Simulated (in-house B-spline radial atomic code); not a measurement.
Values are calculated unless marked as measured or tabulated.
# Correlation energy from the adiabatic connection: −V exp(−r²/w²), V = 4.88, w = 2.05

Two electrons in a singlet, external potential −V exp(−r²/w²), V = 4.88, w = 2.05 (atomic units). Full CI in B-splines (partial waves to l = 8, correlation up to 0.6 % small) with the density held fixed gives W(λ) = <V_ee>_λ − U, and E_c is the integral of W(λ) − W(0) from 0 to 1.

```json
{"λ": "0", "W(λ) − W(0) (hartree)": "0.00000"}
{"λ": "0.02", "W(λ) − W(0) (hartree)": "-0.00193"}
{"λ": "0.05", "W(λ) − W(0) (hartree)": "-0.00480"}
{"λ": "0.12", "W(λ) − W(0) (hartree)": "-0.01129"}
{"λ": "0.25", "W(λ) − W(0) (hartree)": "-0.02269"}
{"λ": "0.4", "W(λ) − W(0) (hartree)": "-0.03487"}
{"λ": "0.6", "W(λ) − W(0) (hartree)": "-0.04965"}
{"λ": "0.8", "W(λ) − W(0) (hartree)": "-0.06298"}
{"λ": "1", "W(λ) − W(0) (hartree)": "-0.07503"}
```

(1) Integrate the table by the trapezoid rule.

(2) Now use only three numbers: W(0) = -0.82048, the initial slope W'(0) = -0.09728 (extrapolated from the first points) and the strong-coupling limit of the point-charge-plus-continuum model, W∞ = -1.1343. What do second-order theory and the interpolation W(λ) = W∞ + (W(0) − W∞)/√(1 + 2χλ) of Seidl, Perdew and Levy give?

## Answers

(1) The strips give -0.00002, -0.00010, -0.00056, -0.00221, -0.00432, -0.00845, -0.01126, -0.01380, which sum to -0.04073 hartree. The direct value, W(1) − W(0) + T_c with T_c = 0.03422, is -0.04082; the curve is convex, so chords lie above it and the trapezoids fall short in size by 0.22 %.

(2) Second order keeps the slope alone: E_c = W'(0)/2 = -0.04864, +19 % in size against -0.04082. Matching the slope fixes χ = W'(0)/(W∞ − W(0)) = -0.09728/(-0.31382) = 0.30999. Integrating, with s = √(1 + 2χ) = 1.272782, E_c = −(W(0) − W∞)(s − 1)/(s + 1) = −0.31382 × 0.272782/2.272782 = -0.03767 hartree, -7.7 % in size against the full result. At λ = 1 the formula gives W − W(0) = -0.06726 against -0.07503. Part of the miss can come from the model's W∞.
